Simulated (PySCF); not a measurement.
**Bond length, frequency and bond energy of ZnSi by level of theory**

State: ³Σ⁻ (triplet), unpaired electrons π ↑↑. Set-up: basis Zn def2-TZVPP, Si def2-TZVPP; no relativity; PySCF 2.14. De refers to Zn + Si in their high-spin ground configurations, without counterpoise correction. The functionals are run spin-unrestricted. A positive dipole means Zn(−)Si(+).

| Level | Re (Å) | ωe (cm⁻¹) | De (eV) | μ (D) |
| --- | --- | --- | --- | --- |
| ROHF | 2.689 | 130 | 0.154 | -2.56 |
| ROHF-MP2 | 2.373 | 273 | 0.82 | n/a |
| ROHF-SCS-MP2 | 2.416 | 248 | 0.65 | n/a |
| ROHF-CCSD | 2.449 | 237 | 0.60 | n/a |
| ROHF-CCSD(T) | 2.417 | 258 | 0.74 | n/a |
| LDA | 2.314 | 304 | 1.40 | -1.82 |
| PBE | 2.378 | 277 | 1.08 | -2.05 |
| r²SCAN | 2.351 | 289 | 1.10 | -2.21 |
| TPSSh | 2.379 | 273 | 1.01 | -2.43 |
| r²SCANh | 2.361 | 283 | 1.04 | -2.31 |
| PBE0 | 2.393 | 269 | 0.96 | -2.44 |
| BHandHLYP | 2.459 | 226 | 0.58 | -2.42 |
| ωB97M-V | 2.419 | 243 | 0.72 | -2.25 |

**Question.** Which functional lies closest to ROHF-CCSD(T) in De, which farthest, and by how much do they differ from it?

**Answer.** Closest is ωB97M-V (+0.2 pm in Re, -5.8 % in ωe, -0.02 eV in De against ROHF-CCSD(T) in the same basis), farthest LDA (-10.3 pm in Re, +17.8 % in ωe, +0.66 eV in De). CCSD(T) converges more slowly with the basis than the functionals do and binds too weakly in this one, so the order can change at the basis-set limit.

**Question.** What does a quarter of exact exchange do here, going from PBE to PBE0?

**Answer.** PBE0 less PBE: +1.5 pm in Re, -2.9 % in ωe, -0.12 eV in De. Exact exchange removes part of the self-interaction that spreads semilocal densities, and in most molecules shortens and stiffens the bond and lowers De; here Re and ωe go the other way.

**Question.** What does the step from GGA to meta-GGA do here, going from PBE to r²SCAN?

**Answer.** r²SCAN less PBE: -2.7 pm in Re, +4.3 % in ωe, +0.02 eV in De. 

Correlated steps freeze 10 core orbitals. The state is the lowest determinant that a PBE0 search found; another state may lie lower at other levels.

The whole job (state search and all levels along the bond) took about 34 min on 2 threads of Arm Neoverse V1 (shared host), peak memory 5.9 GiB.
